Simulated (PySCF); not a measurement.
C$_{6}$H$_{15}$Sb (SMILES C[CH2][Sb]([CH2]C)[CH2]C), singlet, at a GFN2-xTB geometry (all electrons, no relativity); PySCF with PBE0/3-21G.

Here is a job for PySCF.
```python
from pyscf import gto, scf, dft

mol = gto.Mole()
mol.atom = '''
    Sb    0.107259   -0.119926    0.766488
    C     1.549520    1.079966   -0.400794
    C     1.002714    1.775886   -1.629109
    H     2.357572    0.401444   -0.672036
    H     1.958549    1.817020    0.289636
    H     0.203233    2.464352   -1.363308
    H     0.617101    1.060691   -2.352168
    H     1.791356    2.350671   -2.116304
    C    -1.707279    0.295727   -0.397062
    C    -2.463733    1.497534    0.133561
    H    -2.328377   -0.597134   -0.331102
    H    -1.436502    0.448526   -1.438996
    H    -1.848662    2.394677    0.091276
    H    -2.761776    1.341685    1.168956
    H    -3.363189    1.676436   -0.455861
    C     0.538084   -2.028160   -0.241255
    C     0.501317   -1.987313   -1.754222
    H    -0.187637   -2.747755    0.136275
    H     1.522244   -2.342312    0.105120
    H     1.234795   -1.284203   -2.142518
    H    -0.484457   -1.698569   -2.112127
    H     0.731827   -2.971142   -2.164417
'''
mol.basis = '3-21g'
mol.charge = 0
mol.spin = 0
mol.verbose = 4
mol.build()

mf = dft.RKS(mol)
mf.xc = 'pbe0'
mf.kernel()
mf.analyze()
```

Question: Predict the main parts of the log of this PySCF run.

Answer: 
```
PySCF version 2.14.0

[INPUT] verbose = 4
[INPUT] num. atoms = 22
[INPUT] num. electrons = 102
[INPUT] charge = 0
[INPUT] spin (= nelec alpha-beta = 2S) = 0
[INPUT] symmetry False subgroup None
[INPUT] Mole.unit = angstrom
[INPUT] Symbol           X                Y                Z      unit          X                Y                Z       unit  Magmom
[...]
nuclear repulsion = 731.632314045863
number of shells = 73
number of NR pGTOs = 216
number of NR cGTOs = 115
basis = 3-21g
ecp = {}

******** <class 'pyscf.dft.rks.RKS'> ********
method = RKS
initial guess = minao
damping factor = 0
level_shift factor = 0
DIIS = <class 'pyscf.scf.diis.CDIIS'>
diis_start_cycle = 1
diis_space = 8
diis_damp = 0
SCF conv_tol = 1e-09
SCF conv_tol_grad = None
SCF max_cycles = 50
direct_scf = True
direct_scf_tol = 1e-13
XC library pyscf.dft.libxc version 7.1.2
    S. Lehtola, C. Steigemann, M. J. T. Oliveira, and M. A. L. Marques,  SoftwareX 7, 1–5 (2018)
XC functionals = pbe0
    C. Adamo and V. Barone,  J. Chem. Phys. 110, 6158 (1999)
    M. Ernzerhof and G. E. Scuseria,  J. Chem. Phys. 110, 5029 (1999)
radial grids:
    Treutler-Ahlrichs [JCP 102, 346 (1995); DOI:10.1063/1.469408] (M4) radial grids

becke partition: Becke, JCP 88, 2547 (1988); DOI:10.1063/1.454033
pruning grids: <function nwchem_prune>
grids dens level: 3
symmetrized grids: False
atomic radii adjust function: <function treutler_atomic_radii_adjust>
small_rho_cutoff = 0
Set gradient conv threshold to 3.16228e-05
Initial guess from minao.
tot grids = 253792
init E= -6509.77885451293
[...]
cycle= 1 E= -6523.92025537333  delta_E= -14.1  |g|= 0.435  |ddm|= 4.25
[...]
cycle= 2 E= -6523.91300352162  delta_E= 0.00725  |g|= 0.461  |ddm|= 1.05
[...]
cycle= 3 E= -6523.96957747789  delta_E= -0.0566  |g|= 0.0448  |ddm|= 0.552
[...]
cycle= 4 E= -6523.97016981531  delta_E= -0.000592  |g|= 0.0166  |ddm|= 0.102
[...]
cycle= 5 E= -6523.97025388577  delta_E= -8.41e-05  |g|= 0.00339  |ddm|= 0.023
[...]
cycle= 6 E= -6523.97025707801  delta_E= -3.19e-06  |g|= 0.000427  |ddm|= 0.0054
[...]
cycle= 7 E= -6523.9702571474  delta_E= -6.94e-08  |g|= 7.03e-05  |ddm|= 0.00094
[...]
cycle= 8 E= -6523.97025714887  delta_E= -1.48e-09  |g|= 3.4e-05  |ddm|= 0.000178
[...]
cycle= 9 E= -6523.97025714926  delta_E= -3.85e-10  |g|= 6.59e-06  |ddm|= 5.15e-05
[...]
Extra cycle  E= -6523.97025714916  delta_E= 9.46e-11  |g|= 8.27e-06  |ddm|= 1.99e-05
converged SCF energy = -6523.97025714916
**** SCF Summaries ****
Total Energy =                       -6523.970257149164354
Nuclear Repulsion Energy =             731.632314045863268
One-electron Energy =               -10441.318298512003821
Two-electron Energy =                 3185.715727316975972
Two-electron Coulomb Energy =         3389.430052890416391
DFT Exchange-Correlation Energy =     -203.714325573440362
HOMO-LUMO gap [eV] =                     6.511520450429303
**** MO energy ****
[...]
 ** Mulliken pop on meta-lowdin orthogonal AOs  **
 ** Mulliken pop  **
 ** Mulliken atomic charges  **
charge of    0Sb =      0.53615
charge of    1C =     -0.38637
charge of    2C =     -0.29743
charge of    3H =      0.10240
charge of    4H =      0.10603
charge of    5H =      0.09871
charge of    6H =      0.09880
charge of    7H =      0.10299
charge of    8C =     -0.38819
charge of    9C =     -0.29897
charge of   10H =      0.10353
charge of   11H =      0.10153
charge of   12H =      0.09606
charge of   13H =      0.10260
charge of   14H =      0.10179
charge of   15C =     -0.38551
charge of   16C =     -0.30056
charge of   17H =      0.10358
charge of   18H =      0.10287
charge of   19H =      0.09804
charge of   20H =      0.09949
charge of   21H =      0.10247
Dipole moment(X, Y, Z, Debye):  0.05619, -0.04627, -1.11688
```
